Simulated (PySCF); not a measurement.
# Ru³⁴⁺: ionisation energy

Ru³⁴⁺ [Ne] → Ru³⁵⁺ [He] 2s2 2p5 [2p1/2^2 2p3/2^3, M_J = 3/2], as a difference of total energies. Calculation: PySCF 2.14, in an uncontracted even-tempered set (17 s from 14 bohr⁻², ratio 2.4; 12 p from 18 bohr⁻², ratio 2.4; 5 d from 71 bohr⁻², ratio 2.6; 4 f from 110 bohr⁻², ratio 2.6); the two-component X2C-1e Hamiltonian. Correlated levels: nothing frozen; the 32 highest virtual spinors dropped. "Screened" scales the spin-orbit matrix elements by Boettger's factors to mimic the two-electron term; Breit and QED terms are absent.

| method | ionisation energy (eV) |
| --- | --- |
| GHF (spin-free) | 4798.1 |
| GMP2 (spin-free) | 4799.6 |
| GHF (screened spin-orbit) | 4754.5 |
| GMP2 (screened spin-orbit) | 4756.0 |

For this ion Breit and QED terms and the two-electron picture change, all absent here, outweigh the correlation shift from GHF to GMP2.

The spin-free rows lack the spin-orbit shift.

For comparison: 4758 ± 3 eV (semi-empirical (NIST evaluation); NIST Atomic Spectra Database, ionization energies).
